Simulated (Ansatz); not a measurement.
BSnNH5 (SMILES N[BH][SnH2+]) (charge +1), closed shell: a single point displaced at random from a GFN2-xTB minimum.

Input (in.yaml):

```yaml
crystal:
  periodic: [false, false, false]
  atoms:
    - {symbol: N, position_ang: [-0.970700, 1.048300, -0.782300]}
    - {symbol: B, position_ang: [0.097200, 0.949500, 0.010600]}
    - {symbol: Sn, position_ang: [0.799000, -1.254800, 0.532000]}
    - {symbol: H, position_ang: [-1.674800, 0.141700, -1.062300]}
    - {symbol: H, position_ang: [-1.452000, 1.699700, -1.033200]}
    - {symbol: H, position_ang: [0.918000, 1.983300, -0.013600]}
    - {symbol: H, position_ang: [2.020400, -1.686600, 1.690700]}
    - {symbol: H, position_ang: [0.083900, -2.863700, 0.131200]}
basis:
  gaussian: {orbitals: def2-TZVPP}
total_charge: 1
correlation: {method: ccsd_t}
output: {forces: true}
```

An equivalent command:

```bash
ansatz run in.yaml --threads 4 --pin off --events-out ev --progress --plain
```

Output of Ansatz 0.2.0:

```
Functional definition: HF
  name "HF"
  cite "Fock, Z. Phys. 61, 126 (1930) doi:10.1007/BF01340294"
  parent pbe
  exchange = exact_x
  correlation = 0
1233 factors; integrals over basis functions are off by at most 9.7e-4 eV
mean field evaluation 1: about -8023.1441 eV, gradient 5.7e1 eV
mean field evaluation 2: about -8023.2493 eV, gradient 5.7e1 eV
mean field evaluation 4: about -8030.3901 eV, gradient 3.7e0 eV
mean field evaluation 8: about -8030.4613 eV, gradient 2.5e-1 eV
mean field evaluation 16: about -8023.1431 eV, gradient 5.7e1 eV
mean field evaluation 32: about -8022.9902 eV, gradient 1.9e1 eV
mean field -8030.46169679 eV, -295.1140241145 hartree, gradient 2.6e-6 eV, S^2 0.000000; 1 other end points of the search recorded, 0 dependent functions left out
6 core orbitals not correlated: weight in the atoms' cores, before any rotation towards them, 1.000 or more for the frozen orbitals, at most 0.000 for the correlated occupied ones
reference -8030.46169679 eV, -295.1140241145 hartree; 13, 13 occupied and 163, 163 virtual orbitals, 1233 factors
second order -16.79955855 eV of doubles, -0.00000000 eV of singles
cycle   1  -16.95377824 eV  change   -1.5e-1 eV  update   9.9e-2
cycle   2  -17.43195088 eV  change   -4.8e-1 eV  update   3.2e-2
cycle   3  -17.51935366 eV  change   -8.7e-2 eV  update   1.8e-2
cycle   4  -17.50935488 eV  change    1.0e-2 eV  update   5.3e-3
cycle   5  -17.50820841 eV  change    1.1e-3 eV  update   3.0e-3
cycle   6  -17.50925822 eV  change   -1.0e-3 eV  update   1.1e-3
cycle   7  -17.50906522 eV  change    1.9e-4 eV  update   4.9e-4
cycle   8  -17.50901006 eV  change    5.5e-5 eV  update   1.9e-4
cycle   9  -17.50908232 eV  change   -7.2e-5 eV  update   8.0e-5
cycle  10  -17.50906261 eV  change    2.0e-5 eV  update   3.9e-5
cycle  11  -17.50906431 eV  change   -1.7e-6 eV  update   1.9e-5
cycle  12  -17.50907259 eV  change   -8.3e-6 eV  update   7.5e-6
cycle  13  -17.50907334 eV  change   -7.5e-7 eV  update   3.6e-6
perturbative correction -0.59823646 eV, -0.0219847843 hartree
the calculation of the forces begins
Total energy: -8048.56900659 eV, -295.7794554761 hartree
Atom 0 at    -0.970700     1.048300    -0.782300 Å, force     1.360849   -13.913779     1.738733 eV/Å
Atom 1 at     0.097200     0.949500     0.010600 Å, force     3.528220     1.428303    -0.281791 eV/Å
Atom 2 at     0.799000    -1.254800     0.532000 Å, force    -0.197878    -0.681544     0.590550 eV/Å
Atom 3 at    -1.674800     0.141700    -1.062300 Å, force     2.763208     2.946667     1.235315 eV/Å
Atom 4 at    -1.452000     1.699700    -1.033200 Å, force    -6.231107    10.611688    -3.710591 eV/Å
Atom 5 at     0.918000     1.983300    -0.013600 Å, force    -1.295449    -1.958875     0.879455 eV/Å
Atom 6 at     2.020400    -1.686600     1.690700 Å, force    -0.292586     0.317453    -0.466838 eV/Å
Atom 7 at     0.083900    -2.863700     0.131200 Å, force     0.364743     1.250088     0.015167 eV/Å
Dipole moment:    -0.424390     0.184773    -0.248968 e Å
```

Time: 5.4 min of wall clock on 4 CPU threads; the host was shared. Peak host memory: 3.9 GiB.
